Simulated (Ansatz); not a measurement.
**Worked example: vertical energy of the triplet above the singlet of CH5AlOSi (SMILES [CH2]1O[SiH2][AlH]1)**

The species is CH5AlOSi (9 atoms), meant as a singlet with charge 0. SMILES: `[CH2]1O[SiH2][AlH]1`. Geometry: relaxed at PBE0-D4/def2-TZVP.

Both states at this one shape; open shells run unrestricted unless said. 1 Eh = 27.2114 eV.

```tsv
level	program	singlet CH5AlOSi (Eh)	triplet CH5AlOSi (Eh)
BLYP/def2-SVP	Ansatz	-647.928926	-647.815479
PBE/def2-SVP	Ansatz	-647.547507	-647.438993
CCSD(T)/def2-SVP, 12 core orbitals frozen	Ansatz	-646.740476	-646.620948
```

Q: Work out the vertical gap, second state less first, at each level.

A: 
1. BLYP/def2-SVP: -647.815479 − (-647.928926) = 0.113447 Eh = 3.09 eV.
2. PBE/def2-SVP: -647.438993 − (-647.547507) = 0.108514 Eh = 2.95 eV.
3. CCSD(T)/def2-SVP: -646.620948 − (-646.740476) = 0.119528 Eh = 3.25 eV.

No measured value is set beside it here; the levels span 2.95 to 3.25 eV.
